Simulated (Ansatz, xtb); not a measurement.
**Relative energy of two isomers of C5H11ClSi**

We compare a, `C=C(C)[C@H](C)[SiH2]Cl`, a singlet, with b, `ClC[SiH]1CCCC1`, a singlet. Both are isolated molecules in the gas phase, relaxed with PBE-D3(BJ)/def2-SVP, each in the lowest conformer that the search found.

Quicker runs give these differences E(b) − E(a): GFN2-xTB +0.920 eV; HF/STO-3G −0.945 eV (at GFN2-xTB geometries); r2SCAN-D4/def2-SVP +0.346 eV (at GFN2-xTB geometries).

Q: Estimate which is lower in electronic energy at CCSD(T)/def2-SVP + ΔMP2/def2-TZVPP, and by roughly how much.

A: The CCSD(T)/def2-SVP + ΔMP2/def2-TZVPP calculation puts structure a lower, by 0.479 eV.

How the difference moves with the method:

```tsv
level	geometry	E(b) − E(a) (eV)	departure from the last row (eV)	job, with rough time for the two
GFN2-xTB	GFN2-xTB	+0.920	+0.441	optimisation, 0.23 s
HF/STO-3G	GFN2-xTB	−0.945	−1.424	single point, 0.5 s
r2SCAN-D4/def2-SVP	GFN2-xTB	+0.346	−0.134	single point, 5.8 s
PBE-D3(BJ)/def2-SVP	PBE-D3(BJ)/def2-SVP	+0.360	−0.119	optimisation, 41 s
HF/def2-SVP	PBE-D3(BJ)/def2-SVP	+0.648	+0.169	part of the CCSD(T) run
MP2/def2-SVP	PBE-D3(BJ)/def2-SVP	+0.524	+0.045	part of the CCSD(T) run
CCSD(T)/def2-SVP	PBE-D3(BJ)/def2-SVP	+0.572	+0.093	single point
CCSD(T)/def2-SVP + ΔMP2/def2-TZVPP	PBE-D3(BJ)/def2-SVP	+0.479		single point, 2.2 min
```

As drawn, b has 1 C–Cl, 2 C–Si, 1 C–H in place of 1 C=C, 1 Cl–Si, 1 Si–H. Structure a has no ring, b a 5-membered ring.

HF/STO-3G puts the two in the other order. The largest departure from CCSD(T)/def2-SVP + ΔMP2/def2-TZVPP is that of HF/STO-3G, 1.424 eV. The last row adds to CCSD(T) the change of the MP2 difference between the two basis sets, here −0.093 eV.

With thermal terms from frequencies at re-optimised GFN2-xTB minima (ideal gas, soft modes damped towards free rotors, one conformer each, 298.15 K, 1 atm): on the last row, ΔE + ΔZPE = +0.609, ΔH = +0.568, ΔG = +0.646 eV.

The correlated steps freeze 15 core orbitals. Mirror images aren't counted in ΔG. Run with Ansatz 0.2.0, xtb 6.7.1; the last row on 4 threads of Arm Neoverse V1 on a shared host.
